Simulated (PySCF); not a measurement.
PySCF input (BP86/def2-SVP):

```python
from pyscf import gto, dft

mol = gto.M(
    atom='''
    Sr    0.00000000    0.00000000    0.00000000
    ''',
    basis='def2-svp',
    ecp='def2-svp',
    charge=0,
    spin=0,
    verbose=4,
)

mf = dft.RKS(mol, xc='bp86')
mf.grids.level = 3
mf.conv_tol = 1e-9
mf.max_cycle = 100
mf.max_memory = 1500
mf.kernel()
if not mf.converged:
    mf = mf.newton()
    mf.kernel(mf.make_rdm1())
mf.dip_moment()
```

Output:

```
PySCF version 2.14.0

[INPUT] verbose = 4
[INPUT] num. atoms = 1
[INPUT] num. electrons = 10
[INPUT] charge = 0
[INPUT] spin (= nelec alpha-beta = 2S) = 0
[INPUT] symmetry False subgroup None
[INPUT] Mole.unit = angstrom
[INPUT] Symbol           X                Y                Z      unit          X                Y                Z       unit  Magmom
[INPUT]  1 Sr     0.000000000000   0.000000000000   0.000000000000 AA    0.000000000000   0.000000000000   0.000000000000 Bohr   0.0

nuclear repulsion = 0
number of shells = 9
number of NR pGTOs = 49
number of NR cGTOs = 23
basis = def2-svp
ecp = def2-svp

******** <class 'pyscf.dft.rks.RKS'> ********
method = RKS
initial guess = minao
damping factor = 0
level_shift factor = 0
DIIS = <class 'pyscf.scf.diis.CDIIS'>
diis_start_cycle = 1
diis_space = 8
diis_damp = 0
SCF conv_tol = 1e-09
SCF conv_tol_grad = None
SCF max_cycles = 100
direct_scf = True
direct_scf_tol = 1e-13
XC library pyscf.dft.libxc version 7.1.2
    S. Lehtola, C. Steigemann, M. J. T. Oliveira, and M. A. L. Marques,  SoftwareX 7, 1–5 (2018)
XC functionals = bp86
    A. D. Becke,  Phys. Rev. A 38, 3098 (1988)
    J. P. Perdew,  Phys. Rev. B 33, 8822 (1986)
    J. P. Perdew,  Phys. Rev. B 34, 7406–7406 (1986)
radial grids:
    Treutler-Ahlrichs [JCP 102, 346 (1995); DOI:10.1063/1.469408] (M4) radial grids

becke partition: Becke, JCP 88, 2547 (1988); DOI:10.1063/1.454033
pruning grids: <function nwchem_prune>
grids dens level: 3
symmetrized grids: False
atomic radii adjust function: <function treutler_atomic_radii_adjust>
small_rho_cutoff = 0
Set gradient conv threshold to 3.16228e-05
Initial guess from minao.
tot grids = 21912
init E= -18.7872406135614
  HOMO = 0.0205963329074069  LUMO = 0.0701182773275181  gap/eV = 1.34756
cycle= 1 E= -29.6180559987263  delta_E= -10.8  |g|= 1.81  |ddm|= 6.78

WARN: HOMO -0.365794215863119 == LUMO -0.365794215863119

cycle= 2 E= -30.3134658743006  delta_E= -0.695  |g|= 0.542  |ddm|= 7.01
  HOMO = -0.0694058016676522  LUMO = -0.000793381142167636  gap/eV = 1.86704
cycle= 3 E= -30.7051174993308  delta_E= -0.392  |g|= 0.154  |ddm|=  3.1
  HOMO = -0.132716471675793  LUMO = -0.0508100262049149  gap/eV = 2.22879
cycle= 4 E= -30.7204140720653  delta_E= -0.0153  |g|= 0.0133  |ddm|= 1.22
  HOMO = -0.133745955798431  LUMO = -0.0496029387413935  gap/eV = 2.28965
cycle= 5 E= -30.7205506753345  delta_E= -0.000137  |g|= 0.000333  |ddm|= 0.148
  HOMO = -0.133879322959867  LUMO = -0.0497575692820321  gap/eV = 2.28907
cycle= 6 E= -30.7205508118594  delta_E= -1.37e-07  |g|= 4.26e-05  |ddm|= 0.00572
  HOMO = -0.133856575611991  LUMO = -0.049723242918167  gap/eV = 2.28938
cycle= 7 E= -30.7205508129649  delta_E= -1.11e-09  |g|= 4.35e-06  |ddm|= 0.000273
  HOMO = -0.133853252668128  LUMO = -0.0497188285738758  gap/eV = 2.28941
cycle= 8 E= -30.7205508129828  delta_E= -1.78e-11  |g|= 7.6e-07  |ddm|= 5.5e-05
  HOMO = -0.133853831371324  LUMO = -0.0497195493749387  gap/eV = 2.28941
Extra cycle  E= -30.720550812983  delta_E= -2.7e-13  |g|= 2.67e-07  |ddm|= 5.66e-06
converged SCF energy = -30.720550812983
Dipole moment(X, Y, Z, Debye):  0.00000, -0.00000, -0.00000
```
